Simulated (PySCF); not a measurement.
**Dipole response of Hf (hafnium, neutral)**

[Xe] 4f14 5d2 6s2, high-spin 3F determinant. Calculation: PySCF 2.14, in ANO-RCC-VTZP (8s7p5d3f2g1h, 104 functions); the spin-free X2C one-electron Hamiltonian (Gaussian nucleus). Coupled (time-dependent) response in atomic units; α is the mean over directions. The basis has no added diffuse functions, which lowers α and C₆.

```csv
method,mean α (bohr³),C₆ (like pair),S(−4)
PW91,77.34,936.1,2613
```

S(−4) is the Cauchy moment in α(ω) = α(0) + S(−4) ω² + …

Reference α: 103 ± 6 bohr³ (recommended; Schwerdtfeger and Nagle, table of static dipole polarizabilities (2023 update)). Published C₆: 1040 (Gould and Bucko (2016)).

Spin-orbit coupling is absent.

α(iu) at PW91:

```tsv
u (hartree)	α(iu) (bohr³)
0	77.34
0.0500	71.64
0.100	59.87
0.200	38.12
0.300	25.23
0.500	13.98
0.750	8.803
1.00	6.373
1.50	3.975
2.00	2.778
3.00	1.622
5.00	0.7880
```

Spin-orbit coupling, absent here, splits the open shell strongly.
